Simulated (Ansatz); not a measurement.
C₂H₇S (SMILES C[SH+]C), charge +1, singlet, geometry from GFN2-xTB; HF/def2-SV(P) in Ansatz (an electronic-structure program).

Here is a job for Ansatz.
Ansatz 0.2 input:
```yaml
crystal:
  periodic: [false, false, false]
  atoms:
    - {symbol: C, position_ang: [-0.11110787, 1.39730467, -0.53138148]}
    - {symbol: S, position_ang: [0.19691423, 0.00535497, 0.59144365]}
    - {symbol: C, position_ang: [-0.09779125, -1.40608199, -0.51043303]}
    - {symbol: H, position_ang: [-0.14836913, 2.30887968, 0.05988448]}
    - {symbol: H, position_ang: [0.72614240, 1.46099414, -1.22229824]}
    - {symbol: H, position_ang: [-1.04014948, 1.26328669, -1.07668782]}
    - {symbol: H, position_ang: [-0.12643319, -2.30903220, 0.09439206]}
    - {symbol: H, position_ang: [-1.02802536, -1.28905959, -1.05761529]}
    - {symbol: H, position_ang: [0.74007530, -1.47213292, -1.20038030]}
    - {symbol: H, position_ang: [-1.02047342, 0.00404859, 1.19049374]}
basis:
  gaussian:
    orbitals: def2-SV_P_.json
    point_charges:
      - {charge: -1.0, position_ang: [3.8049, 2.7858, -2.5786]}
hamiltonian:
  xc: hf
total_charge: 1
```
The basis file holds def2-SV(P) in the JSON format of the Basis Set Exchange.

The log (banner, timings and long lists left out):

```
Functional definition: HF
670 factors; integrals over basis functions are off by at most 8.5e-4 eV
mean field evaluation 1: about -12975.5146 eV, gradient 3.1e1 eV
mean field evaluation 2: about -12976.1638 eV, gradient 3.1e1 eV
mean field evaluation 4: about -12978.8997 eV, gradient 2.5e0 eV
mean field evaluation 8: about -12978.9481 eV, gradient 9.9e-2 eV
mean field -12978.94819782 eV, -476.9675488228 hartree, gradient 1.5e-5 eV, S^2 0.000000; 0 other end points of the search recorded, 0 dependent functions left out
reference -12978.94819782 eV, -476.9675488228 hartree; 17, 17 occupied and 43, 43 virtual orbitals, 670 factors
Total energy: -12978.94819782 eV, -476.9675488228 hartree
```
